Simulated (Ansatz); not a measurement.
```yaml
crystal:
  periodic: [false, false, false]
  atoms:
    - {symbol: Cl, position_ang: [-0.745312, -1.438884, 1.490732]}
    - {symbol: B, position_ang: [-0.686605, -0.470460, 0.030326]}
    - {symbol: Zn, position_ang: [0.949679, 0.766399, -0.321236]}
    - {symbol: H, position_ang: [-1.645852, -0.615891, -0.671370]}
    - {symbol: H, position_ang: [2.177888, 1.685236, -0.569853]}
basis:
  gaussian: {orbitals: aug-pcseg-2}
magnetization: {spin_polarized: true, initial_magnetization: 1}
hamiltonian: {xc: {name: HF}}
correlation: {method: ccsd}
```

```sh
$ ansatz run in.yaml --threads 2 --pin off --events-out ev --progress --plain --max-ram 4352MiB
```

Shortened log:

```
Error: a molecule whose nuclei and cores have a total charge of 54 cannot have a net charge of 0 together with 1 unpaired electrons
```

(1) What is wrong with this run?

Answers

(1) The number of unpaired electrons doesn't fit the electron count. The input was rejected before any iteration.
